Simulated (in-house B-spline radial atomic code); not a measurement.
Values are calculated unless marked as measured or tabulated.
Sc in an electron gas of r_s = 3.6: phase shifts, screening and friction

A nucleus sits in a uniform electron gas with a rigid positive background. The Kohn-Sham equations are solved self-consistently in the spin-unpolarised LDA (PW92), non-relativistic, on B-splines with outgoing waves at the boundary and partial waves to l = 8. The model has no lattice, no bands and no magnetic solution. Atomic units; δ_l are the phase shifts at the Fermi level, counted so that each bound state adds π, and good to about 0.0005. A narrow, partly filled d or f resonance in a thin gas would split by spin, so such rows rest on a solution that is probably unstable.

The density parameter is r_s = 3.6 bohr.

| l | δ_l (rad) |
| --- | --- |
| 0 | 9.6556 |
| 1 | 6.5215 |
| 2 | 0.7964 |
| 3 | -0.0281 |
| 4 | -0.0025 |
| 5 | 0.0000 |
| 6 | -0.0002 |
| 7 | -0.0001 |
| 8 | -0.0002 |

Bound levels below the band bottom (hartree): s -159.8, s -16.86, p -13.89, s -1.66, p -0.9097.

Q: Check the Friedel sum rule, and say where the screening charge sits.

A: k_F = (9π/4)^(1/3)/r_s = 0.53310. The rule is Z = (2/π) Σ (2l + 1) δ_l. The terms are s 6.147, p 12.455, d 2.535, f -0.125 and -0.019 beyond, in all 20.993 against Z = 21. Bound states hold 6 s, 12 p, 0 d electrons, so the scattering states carry 2.99 in all.

Q: Find the transport cross section and the electronic stopping of a 5 keV Sc ion (mass 44.96 u).

A: σ_tr = (4π/k_F²) Σ (l + 1) sin²(δ_l − δ_(l+1)). The terms for l = 0 to 3 are 0.0001, 0.5609, 1.6172, 0.0026, all together 2.1808, so σ_tr = 44.217 × 2.1808 = 96.428 bohr². With n = 3/(4π r_s³) = 0.005117, the friction coefficient is Q = n k_F σ_tr = 0.2630. For v well below v_F = 0.533, dE/dx = Q v; with 24801 eV per u at v = 1, v = √(5000/(24801 × 44.96)) = 0.0670, so dE/dx = 0.01761 hartree/bohr = 9.06 eV/nm. The largest term couples the d and f waves.
